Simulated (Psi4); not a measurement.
NP, charge -1, doublet, at a GFN2-xTB geometry (a state made from the parent by changing its charge; the spin is typed, not shown lowest) (a gas-phase anion, which may not be bound at this level). Base run: HF/pcseg-1 run with Psi4 1.11.

Geometry (Å):
```xyz
2

N      0.0000     0.0000    -1.0332
P      0.0000     0.0000     0.4822
```
Charge -1, spin multiplicity 2.
Orbitals are unrestricted.
All else is at Psi4's defaults (density fitting).

Each row names what was changed in the base input (with any setting that the change needs).

```json
[
 {"change": "base", "E (Eh)": "-395.08138", "SCF-reference <S^2>": "0.796", "core-seconds (rough)": "3", "outcome": "converged"},
 {"change": "functional = svwn", "E (Eh)": "-", "SCF-reference <S^2>": "-", "core-seconds (rough)": "-", "outcome": "not converged"},
 {"change": "functional = b3lyp", "E (Eh)": "-396.05127", "SCF-reference <S^2>": "0.754", "core-seconds (rough)": "5", "outcome": "converged"},
 {"change": "functional = tpssh", "E (Eh)": "-396.04529", "SCF-reference <S^2>": "0.754", "core-seconds (rough)": "10", "outcome": "converged"},
 {"change": "functional = tpss", "E (Eh)": "-396.06239", "SCF-reference <S^2>": "0.753", "core-seconds (rough)": "10", "outcome": "converged"},
 {"change": "functional = scan", "E (Eh)": "-396.02403", "SCF-reference <S^2>": "0.755", "core-seconds (rough)": "9", "outcome": "converged"},
 {"change": "functional = b3lyp5", "E (Eh)": "-395.96455", "SCF-reference <S^2>": "0.754", "core-seconds (rough)": "6", "outcome": "converged"},
 {"change": "functional = x3lyp", "E (Eh)": "-395.98476", "SCF-reference <S^2>": "0.754", "core-seconds (rough)": "6", "outcome": "converged"},
 {"change": "functional = wb97x-v", "E (Eh)": "-395.94940", "SCF-reference <S^2>": "0.756", "core-seconds (rough)": "20", "outcome": "converged"},
 {"change": "functional = pbe0-dh", "E (Eh)": "-395.79551", "SCF-reference <S^2>": "0.762", "core-seconds (rough)": "6", "outcome": "converged"},
 {"change": "functional = wb97m-v", "E (Eh)": "-395.98897", "SCF-reference <S^2>": "0.754", "core-seconds (rough)": "20", "outcome": "converged"},
 {"change": "functional = pbe", "E (Eh)": "-395.81624", "SCF-reference <S^2>": "0.752", "core-seconds (rough)": "5", "outcome": "converged"},
 {"change": "functional = wb97x", "E (Eh)": "-396.00192", "SCF-reference <S^2>": "0.757", "core-seconds (rough)": "6", "outcome": "converged"}
]
```

Absolute energies of different levels of theory aren't comparable as measures of quality.

Open shells are given as the SCF converged; they aren't shown to be the lowest states, and a large step between rows can be another state.

A gas-phase anion may not be bound at this level; its values then depend on the basis.
